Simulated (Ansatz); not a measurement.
Reactions of C₂H₆BCl, SMILES `CB(C)Cl`.

Gas-phase electronic energies from Ansatz, PBE0-D4/def2-TZVP geometries. CCSD(T)/CBS adds triple-zeta CCSD(T) − MP2 to the extrapolated MP2 energy (def2 sets, frozen cores). This one scheme is used for every species. For Ge outer-core shells are correlated without core-valence functions, which leaves a few kJ/mol of doubt a bond. Scalar relativity is left out up to krypton. One conformer a species, not always the lowest.

(1) Order these by ΔE at CCSD(T)/CBS, lowest first. (An estimate is asked.)
A. `CB(C)Cl` + `C[SiH3]` → `CB(C)C[SiH3]` + HCl
B. `CB(C)Cl` + `N[SiH3]` → `CB(C)N[SiH3]` + HCl
C. `CB(C)Cl` + `SBS` → `CSBS` + `CBCl`
D. `CB(C)Cl` + H–F → `CB(C)F` + HCl
E. `CB(C)Cl` + GeH₄ → `C[B](C)[GeH3]` + HCl

Largest T1 diagnostic: 0.014, for `SBS`.

Results:

(1) D (-11.1 kcal/mol), B (-6.3 kcal/mol), C (+14.3 kcal/mol), A (+20.1 kcal/mol), E (+26.2 kcal/mol).
